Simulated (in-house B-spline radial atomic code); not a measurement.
Configurations of the oxygen ion O³⁺, with energies counted from [He] 2s2 2p1. Computed with a radial B-spline atomic code at the basis-set limit: scalar-relativistic (X2C) r2SCAN0, spin-polarised, spherical fractional occupations, Fermi nucleus of rms radius 2.6991 fm. Shells without spins written out take the highest spin.

Caution: exact exchange at fractional occupations of open shells leaves self-interaction of up to several eV.

| configuration | E - E(ref) (eV) | highest orbital | its <r> (bohr) |
| --- | --- | --- | --- |
| [He] 2s2 3s(1 up, 0 down) | 42.448 | 3s up | 2.519 |
| [He] 2s2 3p1 | 47.202 | 3p up | 2.645 |
| [He] 2s2 3d(1 up, 0 down) | 51.176 | 3d up | 2.501 |
| [He] 2s1 2p1 3d1 | 61.93 | 3d up | 2.456 |

Question: Order these further configurations by energy, lowest first.
A. [He] 2s1 2p1 3p1
B. [He] 2s(1 up, 0 down) 2p(0 up, 1 down) 3p(1 up, 0 down)
C. [He] 2s(0 up, 1 down) 2p(1 up, 0 down) 3s(0 up, 1 down)
D. [He] 2s1 2p2
E. [He] 2s1 2p1 3s1

Answer: D (7.2446 eV), E (53.367 eV), A (58.06 eV), C (59.016 eV), B (63.835 eV).
